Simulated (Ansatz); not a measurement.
The cluster Ca₂O₃ (the lowest singlet isomer of a short search). The state is a singlet with charge 0. Geometry r2SCAN-D4/def2-SVP, basis def2-TZVP, Ansatz.

```xyz
5

Ca    0.022    0.821   -1.254
Ca   -0.282   -0.329    1.435
O     1.181   -0.672   -0.154
O    -0.172   -1.240   -0.550
O    -0.750    1.420    0.523
```

```tsv
run	HOMO (eV)	LUMO (eV)
A	-3.59	-1.57
B	-3.72	-0.96
C	-7.29	-0.43
D	-4.93	-1.03
```

The structure holds one bond between oxygen atoms, so isomers without such links may lie far lower. The structure comes from a short search, and lower isomers may exist.

Question: The runs used PBE, PBE0, r2SCAN, ωB97M-V. Estimate which is which.

Answer: A PBE (0 % exact exchange); B r2SCAN (0 % exact exchange); C ωB97M-V (range-separated); D PBE0 (25 % exact exchange). Exact exchange lowers occupied and raises empty levels; among semilocal functionals meta-GGAs tend to open the gap a little, and such runs are hard to tell apart. The gap grows from 2.02 eV (PBE) to 6.86 eV (ωB97M-V).
